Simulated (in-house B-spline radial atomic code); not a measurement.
A fraction x of an electron is moved 3p → 4d in Kr4+, starting from [Ar] 3d10 4s2 4p2 and keeping the highest spin. Computed with a radial B-spline atomic code at the basis-set limit: scalar-relativistic (X2C) CAM-B3LYP, spin-polarised, spherical fractional occupations, Fermi nucleus of rms radius 4.1884 fm.

Caution: exact exchange at fractional occupations of open shells leaves self-interaction of up to several eV.

```
    x  E(x) - E(0) (eV)  3p down level (eV)  4d up level (eV)
    0            0.0000            -260.260                 -
0.125           28.6672            -261.879           -32.005
 0.25           57.4679            -263.482           -32.547
0.375                 ?                   ?                 ?
  0.5                 ?                   ?                 ?
0.625          144.6519            -268.193           -34.168
 0.75          173.9677            -269.731           -34.705
0.875          203.4079            -271.254           -35.240
    1          232.9707            -272.762           -35.774
```

Question: What belongs in the row x = 0.375?

Answer: An energy change of 86.4002 eV; 3p down at -265.068 eV, 4d up at -33.089 eV.

Question: What belongs in the row x = 0.5?

Answer: An energy change of 115.4621 eV; 3p down at -266.638 eV, 4d up at -33.629 eV.

Question: Check Janak's theorem between x = 0.125 and 0.25.

Answer: The slope of the energy is 230.41 eV; the orbital levels give 230.40 eV (ε of the receiving orbital less ε of the emptying one, averaged over the two points).
